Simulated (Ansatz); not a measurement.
The first iterations of a band of CH$_{2}$FSSi (6 atoms, charge -1, multiplicity 1).

Level of theory: RKS PBE-D4/def2-SVP in Ansatz.

| Property | Result |
| --- | --- |
| movable images | 9 |
| climbing image | yes |
| spring | 5.0 eV/Å² |
| optimiser | quadratic models (default) |
| start path | through a guess of the saddle point |
| force threshold | 0.5 eV/Å |
| iteration limit | 60 |
| end points | relaxed |

Initial state:

```xyz
6
Properties=species:S:1:pos:R:3
F -0.390 -1.843 1.112
Si 0.054 -1.303 -0.453
C 0.330 0.590 -0.092
S -1.353 0.441 -0.840
H 1.041 1.194 -0.696
H 0.318 0.921 0.969
```

Final state:

```xyz
6
Properties=species:S:1:pos:R:3
F -0.059 -2.280 1.418
Si -0.231 -1.589 -0.143
C -0.116 0.165 0.192
S -0.439 1.294 -1.149
H 0.822 1.765 -1.505
H 0.023 0.644 1.186
```

| iteration | highest image above the first end (eV) | largest band force component (eV/Å) |
| --- | --- | --- |
| 1 | 4.710 | 4.415 |
| 2 | 3.673 | 2.030 |

Does the band converge within its limit, and where does its top end?

The run converged. It ended after 6 iterations with the highest image 3.140 eV above the first end. The threshold of 0.5 eV/Å is loose, so the images may lie well off the minimum-energy path. Neighbouring images differ by up to 1.2 eV, so the band resolves the path poorly. The order of the stationary point at the top wasn't checked. The orbitals stay closed-shell, which can raise the energy where a bond breaks towards radicals; this wasn't checked here. Limits of this set-up: an anion without diffuse functions, the dipole of an ion depends on the origin.

Time of the run: 110 s on 1 thread of Arm Neoverse V2, with other jobs on the host, peak memory 0.13 GiB.
